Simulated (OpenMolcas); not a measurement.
Mo3+ (d3) among equal point charges was computed by CASSCF with the d shell active (OpenMolcas, ANO-RCC-VDZP on the metal). Its lowest spin-free states, and all those of the highest spin:

| 2S+1 | Degeneracy | E (cm-1) |
| --- | --- | --- |
| 4 | 3 | 0.0 |
| 2 | 2 | 3808 |
| 4 | 3 | 9644 |
| 2 | 3 | 13154 |
| 2 | 3 | 13202 |
| 2 | 3 | 17289 |
| 4 | 3 | 20144 |
| 4 | 1 | 20861 |
| 2 | 1 | 22524 |
| 2 | 3 | 22770 |
| 2 | 3 | 25351 |
| 2 | 2 | 27159 |

Is the site octahedral, tetrahedral or cube-like, axial, or of lower symmetry?

The states with 2S+1 = 4 have orbital degeneracies 3, 3, 3, 1. Threefold states need a cubic site. For d3 at this spin an octahedron puts the single A2 below the threefold T2 and a tetrahedron or cube puts the threefold T1 below the threefold T2, so the site is a tetrahedron or a cube, which this pattern cannot tell apart. The run had Mo3+ among 8 point charges of -1.2 e arranged as a cube (Oh), 1.9 Å from the ion.

An orbital triplet at a regular site is open to Jahn-Teller coupling, which can distort the site and quench the lowest spin-orbit gaps and is left out. Without dynamic correlation the repulsion within the d shell is too large (B by tens of per cent), so at a given field states of lower spin stand too high. This shell can be high or low spin here, a state of another spin lies low, and with metal d orbitals alone active their balance is uncertain, so the ground spin may be wrong. Point charges give a weaker field than real ligands, and real ions of this kind are as a rule low spin; the high spin found here belongs to the model. Point charges carry no covalency, so the field is a model and not that of real ligands. No measured value stands beside these numbers.
